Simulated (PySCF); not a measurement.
**Running PySCF for NaZn**

The script input.py:

```python
from pyscf import gto, dft
from pyscf.geomopt.geometric_solver import optimize

mol = gto.M(
    atom='Na 0 0 0; Zn 0 0 2.627',
    basis='lanl2dz',
    ecp={'Na': 'lanl2dz', 'Zn': 'lanl2dz'},
    charge=0,
    spin=1,
    verbose=3,
)
mf = dft.UKS(mol, xc='olyp')
mf.kernel()
g = mf.nuc_grad_method()
g.grid_response = True
mol_eq = optimize(g.as_scanner(), maxsteps=30)
print('optimised geometry (angstrom)')
print(mol_eq.tostring('raw'))
print('orbital energies (hartree):', [e[max(0, n-3):n+3].round(4) for e, n in zip(mf.mo_energy, mol.nelec)])
```

```bash
$ OMP_NUM_THREADS=1 python input.py
```

Output (some set-up lines and the per-cycle HOMO/LUMO lines with their warnings removed):

```
converged SCF energy = -66.1986157488961  <S^2> = 0.75231055  2S+1 = 2.0023092
input.py

Current date and time:

#|     Arguments passed to driver run_optimizer():      |#
customengine              <pyscf.geomopt.geometric_solver.PySCFEngine object>
logIni                    <dir>
maxiter                   30
----------------------------------------------------------
Custom engine selected.
Bonds will be generated from interatomic distances less than 1.20 times sum of covalent radii
Creating artificial bond to isolated atom: 1-2
Creating artificial bond to isolated atom: 2-1
6 internal coordinates being used (instead of 6 Cartesians)
Internal coordinate system (atoms numbered from 1):
Distance 1-2
Translation-X 1-2
Translation-Y 1-2
Translation-Z 1-2
Rotation-A 1-2
Rotation-B 1-2
Rotation-C 1-2
<class 'geometric.internal.Distance'> : 1
<class 'geometric.internal.TranslationX'> : 1
<class 'geometric.internal.TranslationY'> : 1
<class 'geometric.internal.TranslationZ'> : 1
<class 'geometric.internal.RotationA'> : 1
<class 'geometric.internal.RotationB'> : 1
<class 'geometric.internal.RotationC'> : 1
> ===== Optimization Info: ====
> Job type: Energy minimization
> Maximum number of optimization cycles: 30
> Initial / maximum trust radius (Angstrom): 0.100 / 0.300
> Convergence Criteria:
> Will converge when all 5 criteria are reached:
>  |Delta-E| < 1.00e-06
>  RMS-Grad  < 3.00e-04
>  Max-Grad  < 4.50e-04
>  RMS-Disp  < 1.20e-03
>  Max-Disp  < 1.80e-03
> === End Optimization Info ===

Geometry optimization cycle 1
Cartesian coordinates (Angstrom)
 Atom        New coordinates             dX        dY        dZ
  Na   0.000000   0.000000   0.000000    0.000000  0.000000  0.000000
  Zn   0.000000   0.000000   2.627000    0.000000  0.000000  0.000000

WARN: Mole.unit (angstrom) is changed to Bohr

converged SCF energy = -66.1986157488955  <S^2> = 0.75231057  2S+1 = 2.0023092
--------------- UKS_Scanner gradients ---------------
         x                y                z
0 Na    -0.0000000000    -0.0000000000     0.0263218300
1 Zn     0.0000000000     0.0000000000    -0.0263218300
----------------------------------------------
cycle 1: E = -66.1986157489  dE = -66.1986  norm(grad) = 0.0372247
Step    0 : Gradient = 2.632e-02/2.632e-02 (rms/max) Energy = -66.1986157489
Hessian Eigenvalues: 5.00000e-02 5.00000e-02 5.00000e-02 ... 5.00000e-02 5.00000e-02 1.00000e-01

Geometry optimization cycle 2
Cartesian coordinates (Angstrom)
 Atom        New coordinates             dX        dY        dZ
  Na   0.000000   0.000000  -0.069645    0.000000  0.000000 -0.069645
  Zn  -0.000000  -0.000000   2.696645   -0.000000 -0.000000  0.069645
converged SCF energy = -66.2044819510113  <S^2> = 0.75239945  2S+1 = 2.002398
--------------- UKS_Scanner gradients ---------------
         x                y                z
0 Na    -0.0000000000    -0.0000000000     0.0185726296
1 Zn     0.0000000000     0.0000000000    -0.0185726296
----------------------------------------------
cycle 2: E = -66.204481951  dE = -0.0058662  norm(grad) = 0.0262657
Step    1 : Displace = 6.964e-02/6.964e-02 (rms/max) Trust = 1.000e-01 (=) Grad = 1.857e-02/1.857e-02 (rms/max) E (change) = -66.2044819510 (-5.866e-03) Quality = 1.693
Hessian Eigenvalues: 2.94402e-02 5.00000e-02 5.00000e-02 ... 5.00000e-02 5.00000e-02 5.00000e-02

Geometry optimization cycle 3
Cartesian coordinates (Angstrom)
 Atom        New coordinates             dX        dY        dZ
  Na   0.000000   0.000000  -0.211066    0.000000 -0.000000 -0.141421
  Zn  -0.000000  -0.000000   2.838066   -0.000000  0.000000  0.141421
converged SCF energy = -66.2113446299506  <S^2> = 0.75240999  2S+1 = 2.0024085
--------------- UKS_Scanner gradients ---------------
         x                y                z
0 Na    -0.0000000000     0.0000000000     0.0081905667
1 Zn     0.0000000000    -0.0000000000    -0.0081905667
----------------------------------------------
cycle 3: E = -66.21134463  dE = -0.00686268  norm(grad) = 0.0115832
Step    2 : Displace = 1.414e-01/1.414e-01 (rms/max) Trust = 1.414e-01 (+) Grad = 8.191e-03/8.191e-03 (rms/max) E (change) = -66.2113446300 (-6.863e-03) Quality = 1.199
Hessian Eigenvalues: 1.94241e-02 5.00000e-02 5.00000e-02 ... 5.00000e-02 5.00000e-02 5.00000e-02

Geometry optimization cycle 4
Cartesian coordinates (Angstrom)
 Atom        New coordinates             dX        dY        dZ
  Na   0.000000   0.000000  -0.322635    0.000000  0.000000 -0.111569
  Zn  -0.000000  -0.000000   2.949635   -0.000000 -0.000000  0.111569
converged SCF energy = -66.2137778370295  <S^2> = 0.75221489  2S+1 = 2.0022137
--------------- UKS_Scanner gradients ---------------
         x                y                z
0 Na    -0.0000000000    -0.0000000000     0.0037975097
1 Zn     0.0000000000     0.0000000000    -0.0037975097
----------------------------------------------
cycle 4: E = -66.213777837  dE = -0.00243321  norm(grad) = 0.00537049
Step    3 : Displace = 1.116e-01/1.116e-01 (rms/max) Trust = 2.000e-01 (+) Grad = 3.798e-03/3.798e-03 (rms/max) E (change) = -66.2137778370 (-2.433e-03) Quality = 1.409
Hessian Eigenvalues: 1.04182e-02 5.00000e-02 5.00000e-02 ... 5.00000e-02 5.00000e-02 5.00000e-02

Geometry optimization cycle 5
Cartesian coordinates (Angstrom)
 Atom        New coordinates             dX        dY        dZ
  Na   0.000000   0.000000  -0.419080    0.000000  0.000000 -0.096444
  Zn  -0.000000  -0.000000   3.046080   -0.000000 -0.000000  0.096444
converged SCF energy = -66.2147397204437  <S^2> = 0.75195109  2S+1 = 2.0019501
--------------- UKS_Scanner gradients ---------------
         x                y                z
0 Na     0.0000000000    -0.0000000000     0.0016887938
1 Zn    -0.0000000000     0.0000000000    -0.0016887938
----------------------------------------------
cycle 5: E = -66.2147397204  dE = -0.000961883  norm(grad) = 0.00238832
Step    4 : Displace = 9.644e-02/9.644e-02 (rms/max) Trust = 2.828e-01 (+) Grad = 1.689e-03/1.689e-03 (rms/max) E (change) = -66.2147397204 (-9.619e-04) Quality = 1.390
Hessian Eigenvalues: 5.78511e-03 5.00000e-02 5.00000e-02 ... 5.00000e-02 5.00000e-02 5.00000e-02

Geometry optimization cycle 6
Cartesian coordinates (Angstrom)
 Atom        New coordinates             dX        dY        dZ
  Na   0.000000   0.000000  -0.496319   -0.000000  0.000000 -0.077239
  Zn  -0.000000  -0.000000   3.123319    0.000000 -0.000000  0.077239
converged SCF energy = -66.2150756634436  <S^2> = 0.75171494  2S+1 = 2.0017142
--------------- UKS_Scanner gradients ---------------
         x                y                z
0 Na    -0.0000000000    -0.0000000000     0.0006999925
1 Zn     0.0000000000     0.0000000000    -0.0006999925
----------------------------------------------
cycle 6: E = -66.2150756634  dE = -0.000335943  norm(grad) = 0.000989939
Step    5 : Displace = 7.724e-02/7.724e-02 (rms/max) Trust = 3.000e-01 (+) Grad = 7.000e-04/7.000e-04 (rms/max) E (change) = -66.2150756634 (-3.359e-04) Quality = 1.363
Hessian Eigenvalues: 3.38723e-03 5.00000e-02 5.00000e-02 ... 5.00000e-02 5.00000e-02 5.00000e-02

Geometry optimization cycle 7
Cartesian coordinates (Angstrom)
 Atom        New coordinates             dX        dY        dZ
  Na   0.000000   0.000000  -0.550998    0.000000  0.000000 -0.054679
  Zn  -0.000000  -0.000000   3.177998   -0.000000 -0.000000  0.054679
converged SCF energy = -66.2151702918321  <S^2> = 0.75154712  2S+1 = 2.0015465
--------------- UKS_Scanner gradients ---------------
         x                y                z
0 Na    -0.0000000000     0.0000000000     0.0002491117
1 Zn     0.0000000000    -0.0000000000    -0.0002491117
----------------------------------------------
cycle 7: E = -66.2151702918  dE = -9.46284e-05  norm(grad) = 0.000352297
Step    6 : Displace = 5.468e-02/5.468e-02 (rms/max) Trust = 3.000e-01 (=) Grad = 2.491e-04/2.491e-04 (rms/max) E (change) = -66.2151702918 (-9.463e-05) Quality = 1.308
Hessian Eigenvalues: 2.18179e-03 5.00000e-02 5.00000e-02 ... 5.00000e-02 5.00000e-02 5.00000e-02

Geometry optimization cycle 8
Cartesian coordinates (Angstrom)
 Atom        New coordinates             dX        dY        dZ
  Na   0.000000   0.000000  -0.581208    0.000000 -0.000000 -0.030210
  Zn  -0.000000  -0.000000   3.208208   -0.000000  0.000000  0.030210
converged SCF energy = -66.2151879782639  <S^2> = 0.75145586  2S+1 = 2.0014553
--------------- UKS_Scanner gradients ---------------
         x                y                z
0 Na    -0.0000000000    -0.0000000000     0.0000655757
1 Zn     0.0000000000     0.0000000000    -0.0000655757
----------------------------------------------
cycle 8: E = -66.2151879783  dE = -1.76864e-05  norm(grad) = 9.27381e-05
Step    7 : Displace = 3.021e-02/3.021e-02 (rms/max) Trust = 3.000e-01 (=) Grad = 6.558e-05/6.558e-05 (rms/max) E (change) = -66.2151879783 (-1.769e-05) Quality = 1.244
Hessian Eigenvalues: 1.60746e-03 5.00000e-02 5.00000e-02 ... 5.00000e-02 5.00000e-02 5.00000e-02

Geometry optimization cycle 9
Cartesian coordinates (Angstrom)
 Atom        New coordinates             dX        dY        dZ
  Na   0.000000   0.000000  -0.592002    0.000000  0.000000 -0.010794
  Zn  -0.000000  -0.000000   3.219002   -0.000000 -0.000000  0.010794
converged SCF energy = -66.2151895084253  <S^2> = 0.75142422  2S+1 = 2.0014237
--------------- UKS_Scanner gradients ---------------
         x                y                z
0 Na    -0.0000000000     0.0000000000     0.0000093655
1 Zn     0.0000000000    -0.0000000000    -0.0000093655
----------------------------------------------
cycle 9: E = -66.2151895084  dE = -1.53016e-06  norm(grad) = 1.32448e-05
Step    8 : Displace = 1.079e-02/1.079e-02 (rms/max) Trust = 3.000e-01 (=) Grad = 9.365e-06/9.365e-06 (rms/max) E (change) = -66.2151895084 (-1.530e-06) Quality = 1.144
Hessian Eigenvalues: 1.37788e-03 5.00000e-02 5.00000e-02 ... 5.00000e-02 5.00000e-02 5.00000e-02

Geometry optimization cycle 10
Cartesian coordinates (Angstrom)
 Atom        New coordinates             dX        dY        dZ
  Na   0.000000   0.000000  -0.593800    0.000000 -0.000000 -0.001798
  Zn  -0.000000  -0.000000   3.220800   -0.000000  0.000000  0.001798
converged SCF energy = -66.215189542048  <S^2> = 0.7514196  2S+1 = 2.0014191
--------------- UKS_Scanner gradients ---------------
         x                y                z
0 Na     0.0000000000     0.0000000000     0.0000003702
1 Zn    -0.0000000000    -0.0000000000    -0.0000003702
----------------------------------------------
cycle 10: E = -66.215189542  dE = -3.36228e-08  norm(grad) = 5.23475e-07
Step    9 : Displace = 1.798e-03/1.798e-03 (rms/max) Trust = 3.000e-01 (=) Grad = 3.702e-07/3.702e-07 (rms/max) E (change) = -66.2151895420 (-3.362e-08) Quality = 1.056
Hessian Eigenvalues: 1.32342e-03 5.00000e-02 5.00000e-02 ... 5.00000e-02 5.00000e-02 5.00000e-02

Geometry optimization cycle 11
Cartesian coordinates (Angstrom)
 Atom        New coordinates             dX        dY        dZ
  Na   0.000000   0.000000  -0.593874   -0.000000 -0.000000 -0.000074
  Zn  -0.000000  -0.000000   3.220874    0.000000  0.000000  0.000074
converged SCF energy = -66.2151895421395  <S^2> = 0.75141833  2S+1 = 2.0014178
--------------- UKS_Scanner gradients ---------------
         x                y                z
0 Na     0.0000000000    -0.0000000000     0.0000001140
1 Zn    -0.0000000000     0.0000000000    -0.0000001140
----------------------------------------------
cycle 11: E = -66.2151895421  dE = -9.14611e-11  norm(grad) = 1.61167e-07
Step   10 : Displace = 7.400e-05/7.400e-05 (rms/max) Trust = 3.000e-01 (=) Grad = 1.140e-07/1.140e-07 (rms/max) E (change) = -66.2151895421 (-9.146e-11) Quality = 1.767
Hessian Eigenvalues: 1.32342e-03 5.00000e-02 5.00000e-02 ... 5.00000e-02 5.00000e-02 5.00000e-02
Converged! =D

    #| If this code has benefited your research, please support us by citing: |#
    #| Wang, L.-P.; Song, C.C. (2016) "Geometry optimization made simple with |#
    #| translation and rotation coordinates", J. Chem, Phys. 144, 214108.     |#
    #|                                     |#
optimised geometry (angstrom)
Na          0.00000000        0.00000000       -0.59387403
Zn         -0.00000000       -0.00000000        3.22087403
orbital energies (hartree): [array([-0.5347, -0.2163, -0.0932, -0.054 , -0.054 , -0.0349]), array([-0.5347, -0.5347, -0.2083, -0.0576, -0.0468, -0.0468])]
```

In short: E(SCF) = -66.198616 Eh, ⟨S²⟩ = 0.752, all at the start geometry; optimised bond 3.815 Å with E = -66.215190 Eh after 11 steps.

It ran on Arm Neoverse N1 (1 thread, shared host) in 21 s, peak memory 0.24 GiB.

The last line lists the levels of the start geometry. No search for the lowest solution was made.
